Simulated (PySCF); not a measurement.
# Correlation energy of Bi (bismuth, neutral)

[Xe] 4f14 5d10 6s2 6p2 7s1, high-spin 4P determinant (an excited configuration). Computed with PySCF 2.14 in aug-cc-pVTZ-PP with one added diffuse shell each of d, f type with ECP60MDF (6s5p5d3f, 67 functions), with a scalar-relativistic core potential. Frozen: 5s2 5p6 5d10; 5 electrons correlated.

| level | correlation energy (mhartree) |
| --- | --- |
| CCSD | -58.01 |
| (T) | -1.69 |
| CCSD(T) | -59.70 |

Diagnostics: T1 = 0.011, D1 = 0.0314, largest double amplitude 0.065.

Spin-orbit coupling is strong in this species (close to jj coupling), so the high-spin LS determinant is a model state, not a physical level. The outer electron is Rydberg-like, and this basis confines it to a smaller radius and binds it less than a complete one would.

Cost of the coupled-cluster step: roughly 4 core-seconds, for 5 correlated electrons.

Spin-orbit coupling is strong in this species, so the high-spin LS determinant is a model state.
